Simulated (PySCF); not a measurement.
**The third ionisation energy along the 3d series**

All values are computed (PySCF 2.14, energy differences of UHF-based or UKS calculations, no spin-orbit coupling). Values in eV. The last column holds reference values (NIST; (s) semi-empirical, (t) theoretical, else measured). Unmarked ones compare directly (S terms, centres of terms, or small fine structure); those marked * lie between the lowest fine-structure levels and include a spin-orbit shift.

| element | configurations | UHF | SCS-MP2 (valence) | CCSD(T) (valence) | LDA | PBE | MP2 (valence and next inner shell) | reference |
| --- | --- | --- | --- | --- | --- | --- | --- | --- |
| Sc (x2c-TZVPPall, spin-free X2C) | [Ar] 3d1 → [Ar] | 23.793 | n/a | n/a | 25.328 | 25.283 | 23.954 | 24.757 * |
| Ti (x2c-TZVPPall, spin-free X2C) | [Ar] 3d2 → [Ar] 3d1 | 26.588 | 26.627 | 26.739 | 28.003 | 27.926 | 27.116 | 27.492 * |
| V (x2c-TZVPPall, spin-free X2C) | [Ar] 3d3 → [Ar] 3d2 | 28.159 | 28.280 | 28.593 | 30.026 | 29.789 | 29.126 | 29.311 * |
| Cr (x2c-TZVPPall, spin-free X2C) | [Ar] 3d4 → [Ar] 3d3 | 29.672 | 29.882 | 30.370 | 31.890 | 31.473 | 30.982 | 30.959 ± 0.025 * |
| Mn (x2c-TZVPPall, spin-free X2C) | [Ar] 3d5 → [Ar] 3d4 | 32.356 | 32.632 | 33.225 | 34.422 | 34.040 | 33.792 | 33.668 ± 0.012 * |
| Fe (x2c-TZVPPall, spin-free X2C) | [Ar] 3d6 → [Ar] 3d5 | 28.308 | 30.043 | 29.873 | 31.630 | 31.451 | 30.384 | 30.651 ± 0.012 * |
| Co (x2c-TZVPPall, spin-free X2C) | [Ar] 3d7 → [Ar] 3d6 | 31.190 | 33.076 | 32.901 | 34.340 | 34.116 | 33.434 | 33.5 ± 0.06 (s) * |
| Ni (x2c-TZVPPall, spin-free X2C) | [Ar] 3d8 → [Ar] 3d7 | 32.601 | 34.764 | 34.620 | 36.266 | 35.810 | 35.371 | 35.187 ± 0.019 * |
| Cu (x2c-TZVPPall, spin-free X2C) | [Ar] 3d9 → [Ar] 3d8 | 34.004 | 36.412 | 36.288 | 38.033 | 37.336 | 37.238 | 36.841 ± 0.012 * |
| Zn (x2c-TZVPPall, spin-free X2C) | [Ar] 3d10 → [Ar] 3d9 | 36.980 | 39.564 | 39.388 | 40.772 | 40.124 | 40.436 | 39.723 * |

"Valence" correlates the outer s and p shells and, in groups 3 to 12 and the f block, the outer d or f shell, open or full, or the next shell where the ion has no valence electron left; the wider scheme adds the next inner shell.
